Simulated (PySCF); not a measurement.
System: dimethoxy(methyl)borane, C3H9BO2 (charge 0, singlet). 
Structure (B3LYP-D3(BJ)/def2-TZVP (Ansatz) minimum search):
```xyz
15

B     -0.0105    -0.0186    -0.0022
C      0.3088     1.5174     0.1851
O     -1.2676    -0.5473    -0.0467
C     -2.4441     0.2312     0.0714
O      0.9749    -0.9555    -0.1368
C      2.3499    -0.6213    -0.1187
H      0.8951     1.8960    -0.6577
H     -0.5748     2.1472     0.2795
H      0.9251     1.6785     1.0748
H     -3.2933    -0.4471     0.0010
H     -2.4892     0.7489     1.0332
H     -2.5198     0.9703    -0.7305
H      2.9146    -1.5440    -0.2443
H      2.6090     0.0614    -0.9328
H      2.6395    -0.1598     0.8294
```
Charge 0, spin multiplicity 1.

Dispersion corrections to the total energy (kcal/mol) from the dftd3 and dftd4 libraries through PySCF: D3(BJ) without and D4 with the three-body term, each with the damping fitted for the functional named.

```tsv
functional	D3(BJ)	D4
B2GP-PLYP	-3.34	___
B3LYP	-10.42	-9.72
revPBE	-16.00	-20.86
BHLYP	-7.89	___
PBE	-6.26	-6.15
BP86	-9.36	-8.02
HF	-46.86	___
```

Q: Fill in the missing entries.

A: 
- B2GP-PLYP, D4: -2.59
- BHLYP, D4: -6.71
- HF, D4: -22.69
